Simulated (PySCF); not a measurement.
Where the electron goes

Species: C4H9ClOSi.
Geometry (GFN2-xTB, Å), atoms numbered from 1 in this order:
```xyz
16
C4H9ClOSi angstrom
C      3.0406    0.3134    0.5194
O      1.6540    0.5026    0.5203
Si     0.5026   -0.4222   -0.1421
Cl     0.7550   -2.3464    0.4485
C     -1.0749    0.3256    0.5345
C     -2.3394   -0.4886    0.5508
C     -2.2099    0.6505   -0.3992
H      3.2920   -0.7269    0.7349
H      3.4673    0.9572    1.2881
H      3.4581    0.5840   -0.4523
H      0.5747   -0.4497   -1.6037
H     -0.9514    1.0096    1.3657
H     -2.3024   -1.4923    0.1548
H     -3.0027   -0.3830    1.3963
H     -2.0887    0.4289   -1.4486
H     -2.7826    1.5463   -0.2113
```

Level of theory: TDDFT wB97X-D/def2-SVPD, vertical, gas phase, core orbitals frozen in the response (PySCF 2.14.0, density-fitted response routines).

Frontier orbitals with the atoms that hold most of them (Löwdin shares over 4%, at most four atoms; ? is withheld):

```
orbital  ε (eV)                              atoms
 LUMO+2    2.53  C7 19%, Si3 17%, H15 11%, Cl4 11%
 LUMO+1    2.21  Si3 21%, Cl4 19%, H11 11%, C6 10%
   LUMO    2.20    Cl4 25%, Si3 24%, C1 18%, O2 6%
   HOMO  -10.08    O2 17%, C5 17%, Si3 13%, C6 12%
 HOMO-1  -10.49                                  ?
 HOMO-2  -10.55    O2 24%, C5 16%, C7 15%, Cl4 13%
 HOMO-3  -10.81     Cl4 31%, C6 15%, C7 14%, O2 9%
```

(1) Which atoms hold the HOMO-1, and with what shares?

(2) How does S1 compare with the orbital gap of 12.28 eV?

Answers

(1) C5 (bonded to 2 C, Si and H) 23%; O2 (bonded to C and Si) 22%; C6 (bonded to 2 C and 2 H) 17%; C7 (bonded to 2 C and 2 H) 10%. By element: carbon 50% or more, oxygen 22%.

(2) S1 is at 7.69 eV (f = 0.018), 4.58 eV below the gap, made of HOMO→LUMO+1 (79%). Without the coupling terms of the response equations the lowest excitation would equal the gap.

Next come S2 at 8.09 eV (f 0.0003), HOMO→LUMO (30%), HOMO-2→LUMO+1 (27%), HOMO-2→LUMO (9%); S3 at 8.16 eV (f 0.010), HOMO-1→LUMO+1 (65%), HOMO→LUMO+2 (10%); S4 at 8.23 eV (f 0.011), HOMO-2→LUMO+1 (33%), HOMO→LUMO+2 (32%); S5 at 8.45 eV (f 0.012), HOMO-3→LUMO+1 (54%).

Löwdin shares depend on the basis, the more so with diffuse functions.

On Arm Neoverse N1, one thread, shared host, this took 95 s of wall time and 0.95 GiB of memory at its peak.

One conformer stands for the species.
